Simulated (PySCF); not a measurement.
Estimate the missing entries of this data sheet.

Compound: C6H12N2.
SMILES: `C#C[C@@H](C)[C@H](N)CN`

Conformer (atom-mapped SMILES and torsion angles): `[CH:1]#[C:2][C@@H:3]([CH3:4])[C@H:5]([NH2:6])[CH2:7][NH2:8]`: C2–C3–C5–N6 71°, C3–C5–C7–N8 177°, H–N6–C5–C3 -58°, H–N6–C5–C3 -174°, H–N8–C7–C5 -176°, H–N8–C7–C5 65°.

| property | level | value |
| --- | --- | --- |
| point group of the GFN2-xTB geometry | GFN2-xTB | C1 |
| rotational constants A, B, C of the GFN2-xTB geometry | GFN2-xTB | 2.678, 1.395, 1.267 GHz |
| dipole moment | PBE0/pcSseg-1 | ? |
| HOMO energy | PBE0/pcSseg-1 | ? |
| LUMO energy | PBE0/pcSseg-1 | 1.16 eV |
| 13C chemical shifts (computed TMS as zero) by class | GIAO PBE0/pcSseg-1 | 91.6 (1 C), 77.7 (1 C), 61.5 (1 C), 49.2 (1 C), 33.0 (1 C), 21.5 (1 C) ppm |
| 1H chemical shifts (computed TMS as zero) by class | GIAO PBE0/pcSseg-1 | 3.20 (1 H), 3.01 (1 H), 2.71 (1 H), 2.24 (1 H), 1.59 (2 H), 1.51 (1 H), 1.24 (3 H), 0.43 (2 H) ppm |
| isotropic shieldings of nuclei other than C and H, by class | GIAO PBE0/pcSseg-1 | ? |

Electronic properties: PySCF, gas phase, density fitting. NMR classes are plain means over equivalent atoms (diastereotopic ones count apart unless rotation or inversion swaps them), as if these changed places fast; in this geometry the members of some classes differ.

(1) Give the HOMO energy.

(2) Give the dipole moment.

(3) The isotropic shieldings of nuclei other than C and H, by class?

Results:

(1) -6.60 eV.

(2) 2.34 D.

(3) 223 (1 N), 235 (1 N) ppm.

The dipole equals about 7.8 × 10⁻³⁰ C·m (1 D = 3.33564 × 10⁻³⁰ C·m). With B = h/(8π²I), that is 505.379 GHz u Å² over I, the principal moments of inertia are 188.7, 362.3 and 398.7 u Å² (most abundant isotopes). The rotational constants make it an asymmetric top with κ = (2B − A − C)/(A − C) = -0.82, nearer the prolate limit (−1).

One conformer stands for the species.
